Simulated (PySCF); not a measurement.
C4H9As.
SMILES: `[AsH2][C@@H](C=C)C`

The calculation used TDDFT PBE0/def2-SVPD, vertical, gas phase, core orbitals frozen in the response (PySCF). Geometry: GFN2-xTB, one conformer, isolated molecule. Relativistic effects, spin–orbit coupling among them, are left out although an element past zinc is present. Torsions of this conformer, `[CH2:1]=[CH:2][C@@H:3]([CH3:4])[AsH2:5]`: C1–C2–C3–C4 133°, H–As5–C3–C2 44°, H–As5–C3–C2 -45°.

Computed singlets:

| state | E (eV) | f |
| --- | --- | --- |
| S1 | 5.74 | 0.143 |
| S2 | 6.23 | 0.092 |
| S3 | 6.38 | 0.221 |
| S4 | 6.81 | 0.040 |
| S5 | 7.01 | 0.095 |
| S6 | 7.13 | 0.052 |

**Question.** How much of the mean static polarisability do these states give, one by one?

**Answer.** Each state adds f / ΔE² (ΔE in hartree, 27.2114 eV).

```csv
state,f/ΔE² (au),running sum (au),running share of α (%)
S1,3.21,3.21,3.8
S2,1.76,4.98,5.9
S3,4.01,8.98,10.7
S4,0.64,9.62,11.5
S5,1.44,11.06,13.2
S6,0.75,11.81,14.1
```

The full response gives 83.72 au (12.41 Å³), so 71.9 au comes from the higher roots of the same equations.

**Question.** By how much does the contribution of these states grow at 532 nm?

**Answer.** With ω = 0.0856 hartree each state's term in the mean polarisability goes from f / ΔE² to f / (ΔE² − ω²); the sum over all 6 states goes from 11.81 to 13.70 au, a rise of 1.89 au.

The largest single term belongs to S3, which also has the largest f.
